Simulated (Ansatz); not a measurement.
Ansatz results at the PBE0-D4/def2-TZVP geometry: LUMO energy (PBE/def2-TZVPP) -1.89 eV; size of the dipole moment (B3LYP/def2-TZVPP) 2.79 D; HOMO–LUMO gap (PBE/def2-TZVPP) 4.04 eV.

Each molecule was computed in one conformer, which needn't be the lowest.

**Question.** Which molecule gave them?
A. `F[CH2][GeH]1[O][SiH2]1`
B. `N#C[SiH](Cl)[SiH2]F`
C. `F[SiH]1[CH2][GeH2][O]1`
D. `F[C@H]1O[Si@H]1[GeH3]`

**Answer.** A. The others give `F[C@H]1O[Si@H]1[GeH3]`: -1.92, 2.47, 4.28; `N#C[SiH](Cl)[SiH2]F`: -2.70, 2.19, 4.87; `F[SiH]1[CH2][GeH2][O]1`: -1.25, 2.90, 5.85.

B3LYP here is the variant with VWN-RPA as its local correlation; programs differ in this.
